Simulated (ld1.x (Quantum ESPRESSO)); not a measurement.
**indium (In): excitation energies, all-electron against PAW**

- Element: indium
- Generator: ld1.x (Quantum ESPRESSO) 7.5
- Type: PAW
- Functional: LDA (PZ)
- Relativity: scalar-relativistic
- Frozen core: [Ar] 3d10 4s2
- Valence charge: 19
- Reference configuration: 4p6 4d10 5s2 5p1
- Partial waves: 5s (bound): rcut 1.50, rcutus 2.05 bohr; 5s channel at 0.2 Ry: rcut 1.50, rcutus 2.05 bohr; 4p (bound): rcut 1.30, rcutus 1.80 bohr; 5p (bound): rcut 1.30, rcutus 1.80 bohr; 4d (bound): rcut 1.15, rcutus 1.45 bohr; 4d channel at -1 Ry: rcut 1.15, rcutus 1.45 bohr
- Local potential: all-electron potential smoothed inside 1.85 bohr (lloc = -1)
- Core correction: Bessel-smoothed model core, default radius (core density twice the valence density)
- Augmentation charge: GAUSS, radius 1.20 bohr

Energies are relative to the spin-unpolarised reference configuration 4p6 4d10 5s2 5p1; without spin polarisation the order of configurations can differ from experiment. Spin-polarised rows fill each open shell by Hund’s rule, majority spin first.

```csv
valence configuration,charge,ΔE all-electron (eV),error AE − PS (meV)
4p6 4d10 5s2 5p0,+1,5.595,-1.3
4p6 4d10 5s1 5p0,+2,25.255,-3.7
4p6 4d10 5s0 5p0,+3,53.995,-2.0
4p6 4d10 5s1 5p1,+1,12.290,-0.5
4p6 4d10 5s0 5p3,0,12.162,+5.5
4p6 4d10 5s2 5p1.3,-0.3,-0.582,-5169
4p6 4d9 5s2 5p2,0,18.201,-10
4p6 4d10 5s2 5p1 (spin-polarised),0,-0.117,0.0
4p6 4d10 5s1 5p0 (spin-polarised),+2,25.031,-3.2
```

Levels in the configuration 4p6 4d10 5s2 5p1 (spin-polarised):

| level | all-electron (eV) | pseudo (eV) |
| --- | --- | --- |
| 4p up | -78.013 | -78.015 |
| 4d up | -18.703 | -18.704 |
| 5s up | -8.658 | -8.658 |
| 5p up | -2.891 | -2.891 |
| 4p down | -77.990 | -77.992 |
| 4d down | -18.632 | -18.633 |
| 5s down | -8.221 | -8.221 |

These tests converged, but a pseudo level misses the all-electron one widely, so the file describes the atom poorly there or has found another state: 4p6 4d10 5s2 5p1.3: 4p by 7.0 eV (a node warning on the way).
